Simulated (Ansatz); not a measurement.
Coupled-cluster diagnostics for [MnNF4]2- (MnNF₄²⁻), Ansatz.

Geometry of the singlet (PBE0-D4/def2-SVPD):

| atom | x (Å) | y (Å) | z (Å) |
| --- | --- | --- | --- |
| Mn1 | -0.025 | 0.088 | -0.046 |
| N2 | -0.383 | 1.359 | -0.707 |
| F3 | 1.603 | -0.471 | -0.836 |
| F4 | -0.829 | -1.283 | -1.077 |
| F5 | -1.400 | -0.251 | 1.213 |
| F6 | 1.033 | 0.559 | 1.454 |

Correlated methods freeze 10 core orbitals; core or outer-core shells of Mn are correlated, in sets that lack core-valence functions. A multiply charged anion in the gas phase is held together partly by the finite basis. Removing one electron lowers the energy by 2.01 eV at PBE0-D4/def2-TZVPD, so it isn't bound. At PBE0-D4/def2-TZVPD a triplet of charge -2 lies 0.62 eV below the restricted singlet, each at its own geometry. That triplet is doubtful there (⟨S²⟩ 3.47, where a pure state has 2.00).

Question: Estimate the CCSD(T) correlation energy, the shares of MP2 and (T), T1 and the reference's ⟨S²⟩ for: charge -2, singlet, own geometry in def2-SVPD; and the rough time on 4 threads of Intel Xeon 6975P-C on a shared host.

Answer: 
```
                           state      basis  correlation (eV)  MP2 share (%)  (T) share (%)     T1  ⟨S²⟩ (pure)  wall time                                          remarks
charge -2, singlet, own geometry  def2-SVPD           -43.340          104.9            4.8  0.031  0.00 (0.00)       27 s  flagged by the program, restricted SCF unstable
```
Customary marks for T1 are 0.02 (closed shells), 0.045 (open shells) and about 0.05 (3d metals). T1 exceeds 0.02 in 1 of 1 rows and 0.045 in 0; the higher it lies, the less the single-reference result can be trusted.
